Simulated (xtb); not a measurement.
Bi(F)2(Me) (CH3BiF2), SMILES [F][Bi]([F])[CH3]. All values are semi-empirical tight-binding results from xtb (GFN2-xTB unless named), good for trends rather than for accurate numbers. The structure is a stationary point at GFN2-xTB.

A frequency run showed that this geometry is not a minimum.

For metal compounds this method's bond lengths and energies can be far off.

**Question.** Estimate the properties. (The exact figures need the calculation; the answer reports its results.)

**Answer.** 
```
Quantity      Result
-----------  -------
orbital gap  5.99 eV
```
